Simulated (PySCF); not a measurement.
**Basis-set dependence of excited states**

C5H7Br.
SMILES: `C=C(Br)/C=C\C`

TDDFT with PBE0 (PySCF), vertical singlets, core orbitals frozen in the response, spherical d and f functions. Isolated species at its PBE0-D3(BJ)/def2-SVP geometry (one conformer only). Relativistic effects, spin–orbit coupling among them, are left out although an element past zinc is present.

Q: How do the low singlets change with the basis? Take 6-31G*, def2-SVP, def2-SVPD, aug-cc-pVDZ and def2-TZVP.

A: 

```csv
basis,functions,diffuse,S1 (eV),S2 (eV),S3 (eV),S4 (eV),S5 (eV),LUMO (eV),α (au)
6-31G*,116,no,5.30,5.77,6.02,6.25,6.49,-0.68,69.6
def2-SVP,137,no,5.31,5.71,5.96,6.13,6.60,-0.87,71.6
def2-SVPD,197,yes,5.16,5.53,5.78,6.01,6.32,-1.09,86.1
aug-cc-pVDZ,214,yes,5.12,5.47,5.76,5.90,6.00,-1.08,87.2
def2-TZVP,245,no,5.19,5.58,5.84,6.04,6.44,-1.03,82.3
```

States are compared by their number. Against the largest diffuse basis here (aug-cc-pVDZ, itself not a converged limit), sets without diffuse functions differ by up to 0.19 eV in S1 and 0.60 eV in S5; the smaller diffuse sets differ by up to 0.04 and 0.32 eV. State by state, the largest deviation of a set without diffuse functions is S1 0.19, S2 0.30, S3 0.27, S4 0.35, S5 0.60 eV. The same number needn't mean the same state in each row. Against aug-cc-pVDZ the polarisability deviates by -20% in 6-31G*, -18% in def2-SVP, -1% in def2-SVPD, -6% in def2-TZVP.
